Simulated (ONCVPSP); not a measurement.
**Building the ONCV potential for platinum (Pt) (PBEsol, fully relativistic).**

* Element: Pt (Z = 78)
* Generator: ONCVPSP 4.0.1
* Type: optimised norm-conserving Vanderbilt (ONCV)
* Functional: PBEsol
* Relativity: fully relativistic
* Frozen core: [Kr] 4d10 4f14
* Valence charge: 18
* Reference configuration: 5s2 5p6 5d9 6s1
* Partial waves: 5s+6s: rc 1.36 bohr, ncon 3, nbas 8, qcut 6.8 1/bohr, 2 projectors; 5p: rc 1.02 bohr, ncon 4, nbas 8, qcut 8.4 1/bohr, 2 projectors, debl 2 Ha; 5d: rc 1.74 bohr, ncon 5, nbas 10, qcut 7.9 1/bohr, 2 projectors, debl 1.3 Ha
* Local potential: polynomial inside 0.68 bohr (lpopt 5, dvloc0 0 Ha)
* Core correction: Teter function, fcfact 4.75, rcfact 1.65

Open shells are filled in proportion to 2j + 1.

All-electron outer shells of the reference configuration (PBEsol, scalar-relativistic, ld1.x):

```csv
shell,level (eV),outermost node (bohr),outermost maximum (bohr)
5s,-101.88,0.49,0.87
4f,-70.14,–,0.38
5p,-56.04,0.53,0.98
5d,-6.17,0.57,1.26
6s,-5.70,1.14,2.38
```

(1) Estimate the cutoffs (Ha) at which the residual kinetic energy of the hardest occupied pseudo-wave falls to 1 and 0.1 mHa per electron.

(2) What does a ghost test show?

(3) Which valence shell sets the plane-wave cutoff?

(4) Tests: 5s2 5p6 5d9 6s0; 5s2 5p6 5d8 6s0; 5s2 5p6 5d7 6s0; 5s2 5p5 5d9 6s1. Which has the largest error in its energy relative to the reference configuration, and how large is it?

Answers

(1) 102 Ha and 188 Ha.

(2) Ghosts flagged at negative energy: s at -448.6 eV, p3/2 at -24.3 eV; GHOST(+) flagged for p1/2 at 82.3 eV, d5/2 at 244.4 eV. A true bound ghost makes a file unfit for plane-wave use.

(3) 5p: 102 Ha for 1 mHa per electron, against 21 Ha for 5s.

(4) 5s2 5p5 5d9 6s1, with -25 meV (all-electron minus pseudo) on +63.18 eV.
